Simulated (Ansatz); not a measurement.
Relaxation of a periodic cell of 17 atoms, Rb$_{16}$Li (host Rb, host structure bcc, interstitial Li), to a largest force component of 0.03 eV/Å in at most 60 steps.

These are results of Ansatz 0.2.0, DFT PBEsol, scalar-relativistic, plane waves, PAW, not measurements. Settings: cutoff 420 eV, k mesh 2x2x2, fermi-dirac smearing 0.15 eV, no spin polarisation.

```xyz
17
Lattice="11.1800 0.0000 0.0000 0.0000 11.1800 0.0000 0.0000 0.0000 11.1800" Properties=species:S:1:pos:R:3:forces:R:3
Rb 0.000 0.000 0.000 0.00 0.01 0.00
Rb 5.590 0.000 0.000 -0.01 -0.45 -0.25
Rb 0.000 5.590 0.000 0.00 -0.01 0.00
Rb 0.000 0.000 5.590 0.00 0.00 0.00
Rb 2.795 2.795 2.795 -0.42 0.01 0.20
Rb 5.590 5.590 0.000 -0.01 0.35 -0.18
Rb 5.590 0.000 5.590 0.00 0.03 -0.06
Rb 8.385 2.795 2.795 0.50 0.01 0.24
Rb 0.000 5.590 5.590 0.00 0.00 0.00
Rb 2.795 8.385 2.795 0.01 0.00 0.00
Rb 2.795 2.795 8.385 0.03 0.00 0.05
Rb 5.590 5.590 5.590 0.00 -0.03 -0.05
Rb 8.385 8.385 2.795 -0.01 0.00 0.00
Rb 8.385 2.795 8.385 -0.03 0.00 0.05
Rb 2.795 8.385 8.385 0.00 0.00 0.00
Rb 8.385 8.385 8.385 0.00 0.00 0.00
Li 5.638 2.722 1.462 -0.06 0.08 -0.01
```

Question: Where does it end, and by what steps?

Answer: It converged. The force dipped under the threshold on the way, but the program's further checks kept it going. Limits of this set-up: coarse k mesh, a small cell, in which the defect meets its images. After 7 steps the energy has fallen by 0.522 eV; Rb11 moved furthest, 0.56 Å.

```
step  energy less start (eV)  largest force component (eV/Å)  accepted
   0                  0.0000                           0.499       yes
   1                 -0.2129                           0.322       yes
   2                 -0.4067                           0.139       yes
   3                 -0.4903                           0.034       yes
   4                 -0.5176                           0.015       yes
   5                 -0.5201                           0.019       yes
   6                 -0.5210                           0.016       yes
   7                 -0.5217                           0.009       yes
```

```xyz
17
Lattice="11.1800 0.0000 0.0000 0.0000 11.1800 0.0000 0.0000 0.0000 11.1800" Properties=species:S:1:pos:R:3
Rb 0.001 -0.271 -0.230
Rb 5.591 -0.534 0.053
Rb 0.001 5.856 -0.228
Rb 0.004 0.214 5.979
Rb 2.246 2.792 2.722
Rb 5.591 6.109 0.065
Rb 5.592 0.343 5.156
Rb 8.943 2.793 2.728
Rb 0.004 5.369 5.976
Rb 2.545 8.385 3.018
Rb 3.133 2.793 8.836
Rb 5.592 5.239 5.154
Rb 8.638 8.385 3.018
Rb 8.053 2.792 8.837
Rb 3.017 8.377 7.994
Rb 8.168 8.377 7.994
Li 5.597 2.782 1.467
```

Time of the run: 42 s on 4 threads of Intel(R) Xeon(R) 6975P-C (Granite Rapids) (shared host), peak memory 3 GiB.
